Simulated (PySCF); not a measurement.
Species: C₇H₉N₂ (doublet state).
Geometry (GFN2-xTB, Å), atoms numbered from 1 in this order:
```
atom  x, y, z in Å
C1     3.212    0.415    0.055
C2     2.158    0.158    1.113
C3     0.972   -0.334    0.972
C4    -0.066   -0.855    0.081
C5     0.453   -0.899   -1.274
N6     0.903   -0.897   -2.326
C7    -1.294    0.022    0.077
N8    -2.420   -0.486    0.277
C9    -3.602    0.312    0.268
H10    4.089   -0.194    0.271
H11    3.506    1.463    0.087
H12    2.842    0.172   -0.936
H13    2.493    0.424    2.113
H14   -0.359   -1.870    0.377
H15   -1.117    1.090   -0.116
H16   -4.106    0.180    1.226
H17   -4.261   -0.074   -0.510
H18   -3.413    1.380    0.092
```

The hyperfine couplings belong to this conformer and change with its torsions.

Identity: `C/C=[C]\[C@H](C#N)/C=N/C` [radical].

Theory: UKS B3LYP, pcH-1 on C H N, non-relativistic, mean-field spin-orbit, GIAO (PySCF). Geometry: GFN2-xTB, one conformer, isolated molecule. A GFN2-xTB geometry isn't a minimum of the functional, and hyperfine couplings can be far from their values at a DFT geometry. No stability test was run, so a lower SCF solution isn't excluded.

(1) Give the principal g shifts and their parts.

(2) How much does each term add to the isotropic shift?

(3) What effective moment and Curie constant follow for a powder?

(4) What are the electron Larmor frequencies g μB B/h along the three axes at 1200 mT?

(5) In a frozen sample, at which fields do the three g values resonate at 9.5, 34, 94 and 263 GHz (hyperfine left aside), and which band first spreads them over more than twice a line width of 0.3 mT?

Answers

(1) 
| Δg (ppm) | 1 | 2 | 3 |
| --- | --- | --- | --- |
| relativistic mass correction | -163 | -163 | -163 |
| gauge correction | 44 | 5 | 29 |
| orbital Zeeman/spin–orbit | -590 | -36 | 733 |
| total | -710 | -194 | 599 |

So g = 2.00161, 2.00213, 2.00292 and g_iso = 2.00222; the tensor is rhombic: the two nearest values differ by 39 % of g3 − g1. Axes: g1 points within 3° of the C3–C4 bond and g2 points within 11° of the C1–C2 bond.

(2) The mass correction -163, the orbital-Zeeman/spin–orbit term 36 and the gauge correction 26 ppm, for a total of -101 ppm. The mass correction is the largest in size. The mass correction is the same along every axis, so the anisotropy comes from the other two: their spans along these axes are 38 (gauge) and 1323 ppm (orbital Zeeman/spin–orbit).

(3) With the mean of g² = 4.0089 and S(S+1) = 0.75: μ_eff = √(⟨g²⟩S(S+1)) = 1.734 μB and χT = 0.12505·⟨g²⟩·S(S+1) = 0.376 cm³ K/mol (cgs; spin-Hamiltonian part alone).

(4) 33.6180, 33.6267, 33.6400 GHz for g1, g2 and g3, a range of 22.0 MHz.

(5) 
| band | GHz | B(g3) mT | B(g2) mT | B(g1) mT | spread mT |
| --- | --- | --- | --- | --- | --- |
| X | 9.5 | 338.88 | 339.02 | 339.10 | 0.22 |
| Q | 34.0 | 1212.84 | 1213.32 | 1213.63 | 0.79 |
| W | 94.0 | 3353.15 | 3354.48 | 3355.34 | 2.19 |
| J | 263.0 | 9381.69 | 9385.40 | 9387.82 | 6.13 |

The spread grows in proportion to the frequency. Q band is the first where it exceeds 0.6 mT.

The Mulliken spin populations are largest on C3 (+1.00), C2 (-0.15) and C1 (+0.08). C3 is the only atom above +0.15.

The HOMO–LUMO gaps are 5.29 eV among the α and 5.00 eV among the β orbitals.
